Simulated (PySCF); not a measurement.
C5H7F, SMILES C1C=C[C@@H](C1)F.

Coordinates come from a PBE-D3(BJ)/def2-SVP optimisation. The structure was generated by enumeration; whether it is a known compound was not checked. Other conformers were not sampled.

All values below come from PySCF with SMD-B3LYP/6-31G*.

Solvation free energies are E(SMD) − E(gas) at the gas-phase geometry, for 1 M in both phases. In vacuum the dipole moment is 1.95 D.

Computed solvation free energies in water, methanol, dimethylsulfoxide:
| solvent | ΔG(solv) (kcal/mol) | its non-electrostatic (CDS) part | dipole (D) |
|---|---|---|---|
| water | -0.6 | 3.0 | 2.49 |
| methanol | -4.4 | -0.9 | 2.48 |
| dimethylsulfoxide | -3.6 | -0.1 | 2.49 |
